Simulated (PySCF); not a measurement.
**Energy of Co²⁺ (cobalt, charge +2) between two integer charges**

The 3d beta orbital of [Ar] 3d7 is emptied in steps (occupation f), with all orbitals relaxed, ending at [Ar] 3d6. Calculation: PySCF 2.14, in jorge-DZP-DKH (8s6p2d1f, 43 functions); the spin-free X2C one-electron Hamiltonian (Gaussian nucleus). The exact energy is a straight line in f; departures are measured from the line between the end points of the same method.

| f | PBE0 (eV) | r2SCAN (eV) | LC-wPBE (eV) |
| --- | --- | --- | --- |
| 1 | 0.000 | 0.000 | 0.000 |
| 0.8 | -0.904 | -1.272 | -0.514 |
| 0.6 | -1.360 | -1.914 | -0.779 |
| 0.4 | -1.364 | -1.919 | -0.787 |
| 0.2 | -0.912 | -1.282 | -0.530 |
| 0 | 0.000 | 0.000 | 0.000 |

Question: For r2SCAN, how does the orbital energy at f = 1 compare with the removal energy?

Answer: −ε = 26.174 eV against a total-energy difference of 34.101 eV. By Janak's theorem ε = ∂E/∂f, so the gap between them reflects the curvature. Along the path −ε is 29.311 (f = 0.8), 32.480 (f = 0.6), 35.677 (f = 0.4), 38.896 (f = 0.2) eV.

| method | E(f=0) − E(f=1) (eV) | −ε at f=1 (eV) | −ε at f=0.4 (eV) |
| --- | --- | --- | --- |
| PBE0 | 33.968 | 28.339 | 35.086 |
| r2SCAN | 34.101 | 26.174 | 35.677 |
| LC-wPBE | 34.303 | 31.122 | 34.921 |

Reference removal energy between the ground levels: 33.5 ± 0.06 eV (semi-empirical (NIST evaluation); NIST Atomic Spectra Database, ionization energies). The calculation has no spin-orbit coupling. The determinant left behind need not be the lowest term of the ion.
